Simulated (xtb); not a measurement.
xtb input (GFN1-xTB):

```bash
xtb mol.xyz --gfn 1 --sp --chrg -1 --uhf 0
```
mol.xyz:
```
9

C     -1.70247716     0.40861166     0.05612660
C     -1.14551551    -0.58957546     0.75642688
C      0.37163249    -0.79889547     0.57771698
C      1.10020115     0.10325037    -0.34161312
N      1.54147121     0.87314363    -1.08420951
H     -2.77364825     0.60733457     0.13996225
H     -1.17850729     1.09109328    -0.63303167
H      0.55616880    -1.82331349     0.23617418
H      0.86264248    -0.72746638     1.55441779
```

Output:

```
           -------------------------------------------------
          |                Calculation Setup                |
           -------------------------------------------------

           -------------------------------------------------
          |                 G F N 1 - x T B                 |
           -------------------------------------------------

        Reference                      10.1021/acs.jctc.7b00118
      * Hamiltonian:
        H0-scaling (s, p, d)           1.850000    2.250000    2.000000
        zeta-weighting                 0.000000
      * Dispersion:
        s8                             2.400000
        a1                             0.630000
        a2                             5.000000
        s9                             0.000000
      * Repulsion:
        kExp                           1.500000
        rExp                           1.000000
      * Coulomb:
        alpha                          2.000000
        third order                    atomic
        anisotropic                    false
      * Halogen bond correction:
        rad-scale                      1.300000
        damping                        0.440000

          ...................................................
          :                      SETUP                      :
          :.................................................:
          :  # basis functions                  28          :
          :  # atomic orbitals                  28          :
          :  # shells                           18          :
          :  # electrons                        26          :
          :  # halogen bonds                     0          :
          :  max. iterations                   250          :
          :  Hamiltonian                  GFN1-xTB          :
          :  restarted?                      false          :
          :  GBSA solvation                  false          :
          :  PC potential                    false          :
          :  electronic temp.          300.0000000     K    :
          :  accuracy                    1.0000000          :
          :  -> integral cutoff          0.2500000E+02      :
          :  -> integral neglect         0.1000000E-07      :
          :  -> SCF convergence          0.1000000E-05 Eh   :
          :  -> wf. convergence          0.2000000E-04 e    :
          :  Broyden damping             0.4000000          :
          :  net charge                         -1          :
          :  unpaired electrons                  0          :
          ...................................................

 iter      E             dE          RMSdq      gap      omega  full diag
   1    -14.0779616 -0.140780E+02  0.923E+00    3.75       0.0  T
   2    -14.1025735 -0.246119E-01  0.545E+00    3.25       1.0  T
   3    -14.1011459  0.142755E-02  0.925E-01    2.12       1.0  T
   4    -14.1053176 -0.417171E-02  0.270E-01    2.40       1.0  T
   5    -14.1057112 -0.393587E-03  0.900E-02    2.55       1.0  T
   6    -14.1057364 -0.252238E-04  0.195E-02    2.56       1.7  T
   7    -14.1057371 -0.698950E-06  0.315E-03    2.56      10.6  T
   8    -14.1057371 -0.212182E-07  0.794E-04    2.56      42.0  T
   9    -14.1057371 -0.148069E-08  0.292E-04    2.56     114.3  T
  10    -14.1057371 -0.138904E-09  0.147E-04    2.56     226.4  T
  11    -14.1057371 -0.215907E-09  0.180E-05    2.56    1854.8  T

   *** convergence criteria satisfied after 11 iterations ***

         #    Occupation            Energy/Eh            Energy/eV
      -------------------------------------------------------------
         1        2.0000           -0.5513256             -15.0023
       ...           ...                  ...                  ...
         7        2.0000           -0.3082359              -8.3875
         8        2.0000           -0.2872732              -7.8171
         9        2.0000           -0.2846969              -7.7470
        10        2.0000           -0.2824104              -7.6848
        11        2.0000           -0.2458306              -6.6894
        12        2.0000           -0.1768897              -4.8134
        13        2.0000           -0.1227991              -3.3415 (HOMO)
        14                         -0.0287829              -0.7832 (LUMO)
        15                         -0.0270980              -0.7374
        16                          0.0196592               0.5350
        17                          0.0727704               1.9802
        18                          0.1190382               3.2392
       ...                                ...                  ...
        28                          1.4143010              38.4851
      -------------------------------------------------------------
                  HL-Gap            0.0940162 Eh            2.5583 eV
             Fermi-level           -0.0757910 Eh           -2.0624 eV

 SCC (total)                   0 d,  0 h,  0 min,  0.012 sec
 SCC setup                      ...        0 min,  0.000 sec (  1.747%)
 Dispersion                     ...        0 min,  0.000 sec (  0.731%)
 classical contributions        ...        0 min,  0.000 sec (  0.365%)
 integral evaluation            ...        0 min,  0.003 sec ( 24.458%)
 iterations                     ...        0 min,  0.003 sec ( 28.306%)
 molecular gradient             ...        0 min,  0.005 sec ( 41.732%)
 printout                       ...        0 min,  0.000 sec (  2.473%)

         :::::::::::::::::::::::::::::::::::::::::::::::::::::
         ::                     SUMMARY                     ::
         :::::::::::::::::::::::::::::::::::::::::::::::::::::
         :: total energy             -13.881960795243 Eh    ::
         :: gradient norm              0.021777621459 Eh/a0 ::
         :: HOMO-LUMO gap              2.558310829597 eV    ::
         ::.................................................::
         :: SCC energy               -14.105737149588 Eh    ::
         :: -> electrostatic           0.134713288561 Eh    ::
         :: repulsion energy           0.226609897281 Eh    ::
         :: dispersion energy         -0.002833542937 Eh    ::
         :: halogen bond corr.         0.000000000000 Eh    ::
         :: add. restraining           0.000000000000 Eh    ::
         :: total charge              -1.000000000000 e     ::
         :::::::::::::::::::::::::::::::::::::::::::::::::::::

           -------------------------------------------------
          |                Property Printout                |
           -------------------------------------------------

    * Orbital Energies and Occupations

         #    Occupation            Energy/Eh            Energy/eV
      -------------------------------------------------------------
         1        2.0000           -0.5513256             -15.0023
         2        2.0000           -0.4443999             -12.0927
         3        2.0000           -0.3826071             -10.4113
         4        2.0000           -0.3649419              -9.9306
         5        2.0000           -0.3454259              -9.3995
         6        2.0000           -0.3375027              -9.1839
         7        2.0000           -0.3082359              -8.3875
         8        2.0000           -0.2872732              -7.8171
         9        2.0000           -0.2846969              -7.7470
        10        2.0000           -0.2824104              -7.6848
        11        2.0000           -0.2458306              -6.6894
        12        2.0000           -0.1768897              -4.8134
        13        2.0000           -0.1227991              -3.3415 (HOMO)
        14                         -0.0287829              -0.7832 (LUMO)
        15                         -0.0270980              -0.7374
Note: The following floating-point exceptions are signalling: IEEE_DENORMAL
normal termination of xtb
        16                          0.0196592               0.5350
        17                          0.0727704               1.9802
        18                          0.1190382               3.2392
        19                          0.1219167               3.3175
        20                          0.1639505               4.4613
        21                          0.2867781               7.8036
        22                          0.3377142               9.1897
        23                          0.4578479              12.4587
        24                          0.5260399              14.3143
       ...                                ...                  ...
        28                          1.4143010              38.4851
      -------------------------------------------------------------
                  HL-Gap            0.0940162 Eh            2.5583 eV
             Fermi-level           -0.0757910 Eh           -2.0624 eV

  Mulliken/CM5 charges         n(s)   n(p)   n(d)
     1C    -0.10588 -0.19983   1.019  3.087  0.000
     2C    -0.46119 -0.47460   1.355  3.106  0.000
     3C    -0.00545 -0.09761   1.021  2.984  0.000
     4C     0.19353  0.30148   1.118  2.688  0.000
     5N    -0.44735 -0.57295   1.684  3.763  0.000
     6H    -0.07348 -0.02201   1.073  0.000  0.000
     7H    -0.05351  0.00071   1.054  0.000  0.000
     8H    -0.02333  0.03240   1.023  0.000  0.000
     9H    -0.02333  0.03240   1.023  0.000  0.000

Wiberg/Mayer (AO) data.
largest (>0.10) Wiberg bond orders for each atom

 ---------------------------------------------------------------------------
     #   Z sym  total        # sym  WBO       # sym  WBO       # sym  WBO
 ---------------------------------------------------------------------------
     1   6 C    3.971 --     2 C    1.988     6 H    0.978     7 H    0.963
     2   6 C    3.182 --     1 C    1.988     3 C    0.946
     3   6 C    3.955 --     4 C    1.032     9 H    0.950     8 H    0.950
                             2 C    0.946
     4   6 C    3.919 --     5 N    2.785     3 C    1.032
     5   7 N    2.960 --     4 C    2.785
     6   1 H    1.042 --     1 C    0.978
     7   1 H    1.007 --     1 C    0.963
     8   1 H    1.052 --     3 C    0.950
     9   1 H    1.052 --     3 C    0.950
 ---------------------------------------------------------------------------

Topologies differ in total number of bonds
Writing topology from bond orders to xtbtopo.mol

 dipole moment from electron density (au)
     X       Y       Z
   1.1885  -0.1892  -0.1190  total (Debye):    3.074

           -------------------------------------------------
          | TOTAL ENERGY              -13.881960795243 Eh   |
          | GRADIENT NORM               0.021777621459 Eh/α |
          | HOMO-LUMO GAP               2.558310829597 eV   |
           -------------------------------------------------

------------------------------------------------------------------------
------------------------------------------------------------------------
 total:
 SCF:
```

It need not be the lowest isomer of its formula. Whether it binds its extra electron was not tested at this geometry.
